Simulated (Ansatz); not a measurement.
CH6FNOSi can be A, `N[SiH2]C(O)F`, or B, `N[SiH](F)CO`.

Isolated molecules relaxed with PBE0-D4/def2-TZVP in Ansatz; ΔE leaves out vibrations. CCSD(T)/CBS adds triple-zeta CCSD(T) − MP2 to the extrapolated MP2 energy (def2 sets, frozen cores). DFT in def2-TZVPP. B3LYP here is the variant with VWN-RPA as its local correlation; programs differ in this. One conformer a species, not always the lowest.

Task: Which isomer does CCSD(T)/CBS put lower? Give the gap. (An estimate is asked.)

Result: Computed: B, by 209.6 kJ/mol.

Task: Give E(B) − E(A) in kJ/mol with HF/def2-TZVPP, MP2/def2-TZVPP, B3LYP, B2PLYP, B3LYP-D4, CCSD/def2-TZVPP, PBE0-D4. (Estimate.)

Result: Ansatz gave: HF/def2-TZVPP -216.3, MP2/def2-TZVPP -213.8, B3LYP -198.8, B2PLYP -204.7, B3LYP-D4 -198.6, CCSD/def2-TZVPP -208.6, PBE0-D4 -193.6. None reverses the order clearly.

Largest T1 diagnostic: 0.012.

From PBE to PBE0 (25 % exact exchange), in def2-TZVPP and without D4, E(B) − E(A) moves by −11.2 kJ/mol.
